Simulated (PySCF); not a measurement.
## Radial density of Gd (gadolinium, neutral)

r2SCAN, [Xe] 4f7 5d1 6s2, high-spin 9D determinant. All numbers are calculated (PySCF 2.14, the spin-free X2C one-electron Hamiltonian (Gaussian nucleus), in x2c-TZVPPall (11s7p7d4f2g, 113 functions)).

```
r (bohr)  4πr²ρ (e/bohr)  4πr²(ρα − ρβ)
  0.0259           75.46         0.0050
  0.0436           90.76         0.0104
  0.0734           112.1         0.0098
   0.123           84.48         0.1230
   0.208           97.63         1.2042
   0.349           42.26         5.2918
   0.587           47.07         8.5440
   0.988           15.72         4.8679
    1.66           6.897         1.3072
    2.80           1.367         0.3449
    4.70          0.4859         0.0778
    7.91         0.03526        -0.0056
    13.3       0.0001423         0.0000
```

Densities and radii are taken from the X2C orbitals without a picture-change correction, which distorts them close to the nucleus.

⟨L²⟩ = 7.50 against 6 for a pure D term, so this real determinant mixes terms. Spin-orbit coupling, absent here, splits the open shell strongly. ⟨S²⟩ = 20.44 against 20.00 shows spin contamination.

Question: Where is the radial spin density 4πr²(ρα − ρβ) most negative, and why is it negative at all?

Answer: Around r = 7.91 bohr, down to -0.0056 e/bohr: exchange with the open shell polarises the paired shells in an unrestricted calculation.
